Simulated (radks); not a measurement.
Species: the praseodymium ion Pr36+. Configuration: [Ar] 3d5. Method: Dirac Kohn-Sham, PBE, spin-unpolarised, spherical densities, finite nucleus; open shells are shared between the two j in proportion to 2j + 1; Fermi nuclear charge, rms radius 4.8919 fm; computed with a radial shooting solver on a logarithmic mesh with Libxc functionals.

Unscreened Slater integrals over Kohn-Sham orbitals (cm^-1). Large and small components are both included. Empty in this configuration: 4s1/2.

| integral | value |
|---|---|
| F0(3d5/2,3d5/2) | 869250 |
| F2(3d5/2,3d5/2) | 446950 |
| F4(3d5/2,3d5/2) | 288520 |
| F0(3d5/2,3d3/2) | 875360 |
| F2(3d5/2,3d3/2) | 448910 |
| G2(3d5/2,3d3/2) | 443980 |
| G4(3d5/2,3d3/2) | 286530 |
| F0(3d5/2,3p3/2) | 805490 |
| F2(3d5/2,3p3/2) | 386910 |
| G1(3d5/2,3p3/2) | 412770 |
| G3(3d5/2,3p3/2) | 275680 |
| F0(3d5/2,3p1/2) | 824900 |
| G3(3d5/2,3p1/2) | 290830 |
| F0(3d5/2,4s1/2) | 487330 |
| G2(3d5/2,4s1/2) | 46275 |
| F0(3d3/2,3d3/2) | 881650 |
| F2(3d3/2,3d3/2) | 451080 |
| F0(3d3/2,3p3/2) | 810190 |
| F2(3d3/2,3p3/2) | 386190 |
| G1(3d3/2,3p3/2) | 408320 |
| G3(3d3/2,3p3/2) | 272670 |
| F0(3d3/2,3p1/2) | 830000 |
| G1(3d3/2,3p1/2) | 441020 |
| F0(3d3/2,4s1/2) | 488600 |
| G2(3d3/2,4s1/2) | 45992 |
| F0(3p3/2,3p3/2) | 767930 |
| F2(3p3/2,3p3/2) | 385390 |
| F0(3p3/2,3p1/2) | 783620 |
| G2(3p3/2,3p1/2) | 388190 |
| F0(3p3/2,4s1/2) | 477360 |
| G1(3p3/2,4s1/2) | 49390 |
| F0(3p1/2,3p1/2) | 800750 |
| F0(3p1/2,4s1/2) | 481330 |
| G1(3p1/2,4s1/2) | 49938 |
| F0(4s1/2,4s1/2) | 388590 |
